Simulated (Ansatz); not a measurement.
Question: Name a neutral molecule of C, O, Se, Si and H with LUMO energy (B3LYP/def2-TZVPP) between -1.50 and -1.20 eV and HOMO–LUMO gap (ωB97M-V/def2-TZVPP) between 9.50 and 9.80 eV (Ansatz, PBE0-D4/def2-TZVP geometry).

Answer: `OC(=[Se])O[SiH3]` (-1.44 eV, 9.70 eV); `[SeH]C1O[SiH2]1` (-1.24 eV, 9.61 eV). Other molecules can fit too; these were computed, each in one conformer that needn't be the lowest.

B3LYP here is the variant with VWN-RPA as its local correlation; programs differ in this.
